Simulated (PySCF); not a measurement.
Al(H)(Br)(vinyl) (C₂H₄AlBr), SMILES C=[CH][AlH][Br]. Heavy atoms are numbered as in [AlH:1]([Br:3])[CH:4]=[CH2:5]. Hydrogens are named by the atom that carries them.

Geometry optimised at TPSSh-D3(BJ)/def2-SVP. The structure was generated by enumeration; whether it is a known compound was not checked. The values are those of a single conformer.

Method: PBE/def2-TZVP (PySCF).

ESP charges are fitted to the potential on shells at 1.4 to 2.0 van der Waals radii. Atomic charges (e), one atom of each kind:

| atom | IAO | ESP fit |
|---|---|---|
| Al1 (AlH) | 0.76 | 0.60 |
| H on Al1 | -0.19 | -0.20 |
| Br3 | -0.28 | -0.25 |
| C4 (CH) | -0.49 | -0.29 |
| C5 (CH2) | -0.25 | -0.28 |
| H on C4 | 0.16 | 0.12 |
| H on C5 | 0.15 | 0.16 |
